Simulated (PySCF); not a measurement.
How methods differ on the excitation energy of La²⁺

La²⁺ [Xe] 5d1 (2D) → La²⁺ [Xe] 6s1 (2S), as a difference of total energies. All numbers are calculated (PySCF 2.14, scalar relativity by spin-free X2C-1e, in cc-pVDZ-X2C (8s7p5d3f1g, 84 functions)). Correlated levels: valence: [Kr] 4d10 frozen. The calculations carry no spin-orbit coupling.

```tsv
method	excitation energy (eV)
UHF	1.562
MP2 (valence)	1.468
SCS-MP2 (valence)	1.536
CCSD (valence)	1.599
CCSD(T) (valence)	1.582
```

Q: How much does correlation contribute at CCSD(T) (valence)?

A: 1.582 − (1.562) = 0.020 eV, measured against UHF.

A first-order spin-orbit estimate (lowest level to lowest level, LS coupling) adds 0.130 eV.

The basis was made for the ground configuration and has no added diffuse functions, so the excitation energy can come out too high.
